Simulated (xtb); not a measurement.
NaF, SMILES [Na][F]. All values are semi-empirical tight-binding results from xtb (GFN2-xTB unless named), good for trends rather than for accurate numbers. Geometry optimised at GFN2-xTB.

For metal compounds this method's bond lengths and energies can be far off.

### Question
Estimate the properties. (An estimate is asked for; the answer gives what the named calculation found.)

### Answer

```yaml
point_group_as_xtb_finds_it: C∞v
orbital_gap: 2.10 eV
```
